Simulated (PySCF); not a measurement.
Z-matrix (Å, degrees):
```
Sn
H 1 1.7037
H 1 1.7037 2 109.44
H 1 1.7037 2 109.45 3 -119.98
H 1 1.7037 2 109.49 3 120.00
```
Charge 0, spin multiplicity 1.

**Question.** Estimate the LUMO, dipole moment and HOMO that PySCF 2.14.0 with TPSSh-D3(BJ)/def2-TZVP // PBE0-D3(BJ)/def2-TZVP returns for this input.

**Answer.** 
The LUMO is 0.28 eV and the dipole moment is 0.00 D. The HOMO comes out as -8.62 eV.
